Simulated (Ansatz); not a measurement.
The cluster Zr2S5⁻. The state is a doublet with charge -1. Geometry PBE-D4/def2-SVPD.

```
atom   x (Å)   y (Å)   z (Å)
 Zr1   0.215  -0.801  -0.676
 Zr2  -0.738   1.886   0.193
  S3  -2.144   0.145  -0.648
  S4   0.694  -0.989   1.765
  S5  -0.003   0.958   2.360
  S6   1.171   1.497  -1.194
  S7   0.805  -2.697  -1.799
```

In the def2 sets Zr takes a core potential, while STO-3G treats all electrons; there is no spin–orbit coupling. Another isomer (doublet) lies 0.72 eV lower at PBE0-D4/def2-TZVPD; other spin states weren't run for this one.

Problem. Estimate the α-spin orbital energies around the gap (eV) in Ansatz with HF/STO-3G, HF/def2-TZVPD, revPBE-D4/def2-TZVPD, r2SCAN-D4/def2-TZVPD, PBE0-D4/def2-TZVPD.

Solution. 
| orbital | HF/STO-3G | HF/def2-TZVPD | revPBE-D4/def2-TZVPD | r2SCAN-D4/def2-TZVPD | PBE0-D4/def2-TZVPD |
| --- | --- | --- | --- | --- | --- |
| HOMO−13 | -4.50 | -9.43 | -5.03 | -5.42 | -6.42 |
| HOMO−12 | -4.24 | -8.82 | -4.40 | -4.78 | -5.76 |
| HOMO−11 | -4.04 | -8.68 | -4.34 | -4.70 | -5.68 |
| HOMO−10 | -3.63 | -8.12 | -4.03 | -4.39 | -5.30 |
| HOMO−9 | -3.27 | -7.94 | -3.87 | -4.23 | -5.12 |
| HOMO−8 | -3.02 | -7.61 | -3.59 | -3.96 | -4.84 |
| HOMO−7 | -2.59 | -7.32 | -3.50 | -3.83 | -4.69 |
| HOMO−6 | -2.11 | -6.69 | -2.85 | -3.16 | -4.01 |
| HOMO−5 | -1.48 | -6.39 | -2.64 | -2.94 | -3.72 |
| HOMO−4 | -1.38 | -6.09 | -2.54 | -2.85 | -3.71 |
| HOMO−3 | -0.96 | -5.51 | -2.12 | -2.39 | -3.16 |
| HOMO−2 | -0.48 | -5.44 | -2.07 | -2.35 | -3.13 |
| HOMO−1 | -0.46 | -5.43 | -1.98 | -2.25 | -3.06 |
| HOMO | -0.44 | -5.00 | -0.92 | -1.27 | -2.02 |
| LUMO | 9.14 | 2.63 | -0.07 | -0.07 | 0.59 |
| LUMO+1 | 9.59 | 3.33 | 0.35 | 0.33 | 0.76 |
| LUMO+2 | 10.03 | 3.66 | 0.68 | 0.72 | 1.33 |
| LUMO+3 | 11.01 | 3.94 | 1.10 | 1.15 | 1.77 |
| LUMO+4 | 11.11 | 4.04 | 1.45 | 1.49 | 2.08 |
| LUMO+5 | 11.43 | 4.18 | 1.57 | 1.62 | 2.20 |
| β HOMO | -0.47 | -5.43 | -1.97 | -2.24 | -3.07 |
| β LUMO | 9.42 | 2.78 | 0.08 | 0.12 | 0.72 |
